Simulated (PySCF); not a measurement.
Be(F)2 anion (BeF2), SMILES [F][Be][F] (connectivity only; charge and spin as stated), charge -1, multiplicity 2.

Coordinates come from a PBE-D3(BJ)/def2-TZVPD optimisation. The spin state was assumed, not searched. The isomer is the one that the SMILES or the coordinates give; other isomers of the formula were not compared.

Computed with PBE-D3(BJ)/def2-TZVPD in PySCF 2.14.0.

Harmonic, unscaled wavenumbers; measured fundamentals usually lie a few per cent lower.

Question: Give all harmonic wavenumbers and intensities. (The exact figures need the calculation; the answer reports its results.)

Answer: 
| mode | ν (cm⁻¹) | IR (km/mol) | moving atoms (share of kinetic energy) |
|---|---|---|---|
| 1 | 310 | 16.7 | F 65 %, Be 35 % |
| 2 | 734 | 144.4 | F 54 %, Be 46 % |
| 3 | 1123 | 74.2 | Be 78 %, F 22 % |
